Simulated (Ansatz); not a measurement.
Born–Oppenheimer molecular dynamics of AlCl₃ (4 atoms, charge 0, multiplicity 1). It starts from a relaxed structure.

All numbers below come from RKS PBE-D4/def2-SVP (Ansatz 0.2.0).

* ensemble: NVE (velocity Verlet)
* time step: 2 fs
* steps asked: 300
* starting velocities drawn for: 300 K
* seed: 487964

First frame:

```xyz
4
Properties=species:S:1:pos:R:3
Al 0.000 0.000 0.000
Cl 0.000 0.000 2.093
Cl 1.812 0.000 -1.046
Cl -1.812 0.000 -1.046
```

Task: How far do the bonds stretch over the last three quarters of this one trajectory? (Pairs bonded in most of those frames.)

Result: 
```tsv
bond	mean (Å)	spread (Å)	shortest	longest
Al1–Cl2	2.094	0.026	2.05	2.15
Al1–Cl3	2.093	0.025	2.06	2.14
Al1–Cl4	2.094	0.026	2.04	2.14
```

Mean temperature of the second half: 159 K. The conserved energy stayed within 0.052 meV per atom of its start (net change 0.033 meV per atom), so the integration is sound. Over the second half the temperature averaged 0.53 of the 300 K drawn at the start: a run that starts near a minimum puts about half its kinetic energy into the potential. A run of 0.6 ps of so small a system gives no equilibrium averages.

Time of the run: 8.3 min on 1 thread of Arm Neoverse V1, on a shared host, peak memory 0.12 GiB.
